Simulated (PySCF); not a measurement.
Ga(Me)2(AsH2) (C₂H₈AsGa), SMILES [CH3][Ga]([CH3])[AsH2]. Heavy atoms are numbered as in [Ga:1]([CH3:2])([CH3:6])[AsH2:10]. Hydrogens are named by the atom that carries them.

Geometry optimised at B3LYP-D3(BJ)/def2-SVP. The isomer is the one that the SMILES or the coordinates give; other isomers of the formula were not compared.

These are PySCF with PBE/pcSseg-1 values and carry that method's errors.

GIAO shieldings, no solvent; atoms alike by connectivity are averaged. δ = σ(ref) − σ: ¹³C against TMS (σ = 182.0 ppm); ¹H against TMS (σ = 31.49 ppm); ⁷⁵As against AsH3 (σ = 1870.9 ppm), references at their B3LYP-D3(BJ)/def2-TZVP geometries, non-relativistic.

Computed chemical shifts:
```csv
nucleus,atoms,count,δ (ppm)
¹³C,C2 (CH3),2,10.0
¹H,H on As10,2,2.34
¹H,H on C2,6,0.88
⁷⁵As,As10 (AsH2),1,42.9
```
